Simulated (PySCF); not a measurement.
Compound: C7H8F (doublet state).
Cartesian coordinates in Å at the GFN2-xTB level; atoms count from 1:
```
atom  x, y, z in Å
C1     1.9245    0.7216    0.0720
C2     0.9152   -0.4146   -0.1147
C3     0.2446   -0.7371    1.2229
C4    -1.0301   -0.5741    1.3887
C5    -2.0565   -0.1193    0.4491
C6    -1.3950    0.0804   -0.8885
F7    -2.2640    0.4138   -1.8758
C8    -0.1075   -0.0530   -1.1473
H9     1.4154    1.6221    0.4079
H10    2.6706    0.4466    0.8139
H11    2.4300    0.9377   -0.8673
H12    1.4556   -1.3105   -0.4488
H13    0.9083   -1.0878    1.9981
H14   -2.5117    0.8209    0.7803
H15   -2.8630   -0.8542    0.3491
H16    0.2562    0.1164   -2.1510
```

Identity: `C[C@H]1C=[C]CC(F)=C1` [radical].

The calculation used UKS B3LYP, pcH-1 on C F H, non-relativistic, mean-field spin-orbit, GIAO in PySCF 2.14.0. Isolated species at its GFN2-xTB geometry, gas phase. Couplings are sensitive to structure, and on GFN2-xTB geometries they can be far from those on DFT ones. No stability test was run, so a lower SCF solution isn't excluded.

(1) Give the principal g shifts and their parts.

(2) At 9.619 GHz, how far is the centre of the isotropic spectrum from where a free electron (g = 2.002319) resonates?

(3) How much does each term add to the isotropic shift?

(4) What effective moment and Curie constant follow for a powder?

(5) In a frozen sample, at which fields do the three g values resonate at 9.5, 34, 94 and 263 GHz (hyperfine left aside), and which band first spreads them over more than twice a line width of 0.5 mT?

Results:

(1) 
```csv
Δg (ppm),1,2,3
relativistic mass correction,-168,-168,-168
gauge correction,36,5,-9
orbital Zeeman/spin–orbit,-620,-41,959
total,-752,-204,783
```

So g = 2.00157, 2.00212, 2.00310 and g_iso = 2.00226; the tensor is rhombic: the two nearest values differ by 36 % of g3 − g1. Axes: g2 points within 3° of the C2–C3 bond.

(2) B = hν/(g μB) with μB/h = 13.99624 MHz/mT gives 343.23 mT for the free electron and 343.24 mT at g_iso, the same within 0.01 mT.

(3) The mass correction -168, the orbital-Zeeman/spin–orbit term 99 and the gauge correction 11 ppm, for a total of -58 ppm. The mass correction is the largest in size. The mass correction is the same along every axis, so the anisotropy comes from the other two: their spans along these axes are 45 (gauge) and 1579 ppm (orbital Zeeman/spin–orbit).

(4) With the mean of g² = 4.0091 and S(S+1) = 0.75: μ_eff = √(⟨g²⟩S(S+1)) = 1.734 μB and χT = 0.12505·⟨g²⟩·S(S+1) = 0.376 cm³ K/mol (cgs; spin-Hamiltonian part alone).

(5) 
```
band    GHz  B(g3) mT  B(g2) mT  B(g1) mT  spread mT
   X    9.5    338.85    339.02    339.11       0.26
   Q   34.0   1212.73   1213.33   1213.66       0.93
   W   94.0   3352.84   3354.50   3355.41       2.57
   J  263.0   9380.83   9385.45   9388.02       7.19
```

The spread grows in proportion to the frequency. W band is the first where it exceeds 1.0 mT.

The largest Mulliken spin populations are on C4 (+0.99), C3 (-0.15) and C2 (+0.08). C4 is the only atom above +0.15.

The HOMO–LUMO gaps are 6.62 eV among the α and 4.52 eV among the β orbitals.

On Arm Neoverse V2, one thread, no GPU (shared host), this took 63 s wall (with the writing of density and orbital grids) and 0.97 GiB of memory at its peak.
